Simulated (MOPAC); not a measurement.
Input file for MOPAC: AM1 on BFHI (SMILES FBI), a point of a bond scan (R = 4.272 Å).

```
AM1 1SCF PRECISE CHARGE=0 THREADS=1
BFHI

B     -0.24474767 1    -1.33345574 1     0.80641967 1
F      0.79230233 1    -1.74375557 1     1.49667712 1
H     -1.26010087 1    -1.94582817 1     0.81786299 1
I      0.06939365 1     2.25069752 1    -1.49774251 1
```

Program output:

```
*******************************************************************************
 **                                                                           **
 **                              MOPAC v23.2.5                                **
 **                                                                           **
 *******************************************************************************
 ** MOPAC's Digital Object Identifier: https://doi.org/10.5281/zenodo.6511958 **
 **                                                                           **
 ** Please cite the open-source release paper for use of this MOPAC version:  **
 ** J. E. Moussa and J. J. P. Stewart (2026)                                  **
 ** MOPAC: An open-source semiempirical molecular orbital program             **
 ** J. Open Source Softw., 11(119), 8025, https://doi.org/10.21105/joss.08025 **
 *******************************************************************************

                              AM1 CALCULATION RESULTS

 *******************************************************************************
 *  AM1        - The AM1 Hamiltonian to be used
 *
 *
 *
 *                 CHARGE ON SYSTEM = 0
 *
 *
 *
 *  PRECISE    - TIGHTER CRITERIA TO BE USED
 *  1SCF       - DO 1 SCF AND THEN STOP
 *  THREADS=1  - MULTI-THREADING NOT USED
 *  T=         - A TIME OF 172800.0 SECONDS REQUESTED
 *  DUMP=N     - RESTART FILE WRITTEN EVERY 7200.0 SECONDS REQUESTED
 *******************************************************************************
AM1 1SCF PRECISE CHARGE=0 THREADS=1
 BFHI

   ATOM   CHEMICAL          X               Y               Z
  NUMBER   SYMBOL      (ANGSTROMS)     (ANGSTROMS)     (ANGSTROMS)

     1       B         -0.24474767  *  -1.33345574  *   0.80641967  *
     2       F          0.79230233  *  -1.74375557  *   1.49667712  *
     3       H         -1.26010087  *  -1.94582817  *   0.81786299  *
     4       I          0.06939365  *   2.25069752  *  -1.49774251  *



          CARTESIAN COORDINATES

    NO.       ATOM           X           Y           Z

     1         B         -0.2447     -1.3335      0.8064
     2         F          0.7923     -1.7438      1.4967
     3         H         -1.2601     -1.9458      0.8179
     4         I          0.0694      2.2507     -1.4977

  H: (AM1): M.J.S. DEWAR ET AL, J. AM. CHEM. SOC. 107 3902-3909 (1985)
  B: (AM1): M.J.S. DEWAR ET AL, ORGANOMETALLICS, 7, 513-521 (1988)
  F: (AM1): M.J.S. DEWAR AND E. G. ZOEBISCH, THEOCHEM, 180, 1 (1988).
  I: (AM1): M.J.S. DEWAR AND E. G. ZOEBISCH, THEOCHEM, 180, 1 (1988).

           Empirical Formula: H B F I  =     4 atoms



      MOLECULAR POINT GROUP   :   Cs


      RHF CALCULATION, NO. OF DOUBLY OCCUPIED LEVELS = 9


 -------------------------------------------------------------------------------
 AM1 1SCF PRECISE CHARGE=0 THREADS=1
 BFHI



     1SCF WAS SPECIFIED, SO BFGS WAS NOT USED
     SCF FIELD WAS ACHIEVED


                              AM1 CALCULATION
                                                       MOPAC v23.2.5 Linux




          FINAL HEAT OF FORMATION =         48.01638 KCAL/MOL =     200.90053 KJ/MOL


          COSMO AREA              =        122.67 SQUARE ANGSTROMS
          COSMO VOLUME            =        101.52 CUBIC ANGSTROMS

          IONIZATION POTENTIAL    =          7.185609 EV
          HOMO LUMO ENERGIES (EV) =         -7.186 -3.561
          NO. OF FILLED LEVELS    =          9
          MOLECULAR WEIGHT        =        157.7208         POINT GROUP:  Cs

          MOLECULAR DIMENSIONS (Angstroms)

            Atom       Atom       Distance
            I     4    F     2     5.04428
            H     3    F     2     2.10369
            B     1    F     2     0.00000


          SCF CALCULATIONS        =          1





   ATOM   CHEMICAL          X               Y               Z
  NUMBER   SYMBOL      (ANGSTROMS)     (ANGSTROMS)     (ANGSTROMS)

     1       B         -0.24474767  *  -1.33345574  *   0.80641967  *
     2       F          0.79230233  *  -1.74375557  *   1.49667712  *
     3       H         -1.26010087  *  -1.94582817  *   0.81786299  *
     4       I          0.06939365  *   2.25069752  *  -1.49774251  *

                             CARTESIAN COORDINATES

   1    B       -0.244747670    -1.333455740     0.806419670
   2    F        0.792302330    -1.743755570     1.496677120
   3    H       -1.260100870    -1.945828170     0.817862990
   4    I        0.069393650     2.250697520    -1.497742510


           Empirical Formula: H B F I  =     4 atoms



      MOLECULAR POINT GROUP   :   Cs


                  EIGENVALUES
 -52.13636 -26.43339 -22.75709 -17.96416 -17.57329 -16.04430  -8.57650  -8.57439
  -7.18561  -3.56132   0.36060   2.47389   5.02785


              NET ATOMIC CHARGES AND DIPOLE CONTRIBUTIONS

  ATOM NO.   TYPE          CHARGE      No. of ELECS.   s-Pop       p-Pop
    1          B           0.382666        2.6173     1.43339     1.18394
    2          F          -0.109021        7.1090     1.87956     5.22946
    3          H           0.073230        0.9268     0.92677
    4          I          -0.346876        7.3469     1.99980     5.34708
 DIPOLE           X         Y         Z       TOTAL
 POINT-CHG.    -1.424    -5.972     3.482     7.058
 HYBRID         0.334    -0.185     0.258     0.461
 SUM           -1.089    -6.157     3.740     7.286


          ATOMIC ORBITAL ELECTRON POPULATIONS

     Atom    s        px        py        pz
    1  B   1.43339   0.55330   0.34778   0.28286
    2  F   1.87956   1.69889   1.79614   1.73443
    3  H   0.92677
    4  I   1.99980   1.99735   1.54122   1.80850

 **********************
 *                    *
 * JOB ENDED NORMALLY *
 *                    *
 **********************




 == MOPAC DONE ==
```

The run finished.

Cost: around 0.04 core-seconds (rough).
